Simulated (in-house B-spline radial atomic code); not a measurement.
Response of Cd as one setting changes: the radius of a hard wall (bohr). Method: LDA VWN5. A dash marks a strongly mixed or unbound state. A box has no continuum, so excitations may lie above minus the highest level. Computed with an all-electron radial atomic-structure program (B-spline basis): linear response of the closed shell [Kr] 4d10 5s2 with the functional's adiabatic kernel; scalar-relativistic (spin-free one-electron X2C), finite nucleus, no spin-orbit coupling, no double excitations, S, P, D and F terms only; shells from n = 3 respond. Only terms of natural parity with L up to 3 were computed.

| radius of a hard wall (bohr) | lowest 1P (eV) | lowest 3P, Tamm-Dancoff (eV) | minus highest occupied level (eV) | α (bohr³) |
| --- | --- | --- | --- | --- |
| 2.5 | 5s → 5p 20.831 | 5s → 5p 17.040 | -39.56 | 3.834 |
| 3 | ? | ? | ? | ? |
| 3.5 | 5s → 5p 12.265 | 5s → 5p 9.293 | -5.417 | 9.769 |
| 4 | 5s → 5p 10.268 | 5s → 5p 7.591 | -0.367 | 13.45 |
| 4.5 | 5s → 5p 8.961 | 5s → 5p 6.513 | 2.291 | 17.41 |
| 5.5 | 5s → 5p 7.419 | 5s → 5p 5.313 | 4.634 | 25.48 |
| 6.5 | 5s → 5p 6.586 | 5s → 5p 4.733 | 5.462 | 32.67 |
| 8 | 5s → 5p 5.931 | 5s → 5p 4.354 | 5.843 | 39.93 |
| 10 | ? | ? | ? | ? |
| 15 | 5s → 5p 5.354 | 5s → 5p 4.144 | 5.949 | 44.75 |

What belongs in the row for 3?

lowest 1P (eV): 5s → 5p 15.475; lowest 3P, Tamm-Dancoff (eV): 5s → 5p 12.128; minus highest occupied level (eV): -15.793; α (bohr³): 6.506.

What belongs in the row for 10?

lowest 1P (eV): 5s → 5p 5.557; lowest 3P, Tamm-Dancoff (eV): 5s → 5p 4.194; minus highest occupied level (eV): 5.937; α (bohr³): 43.75.
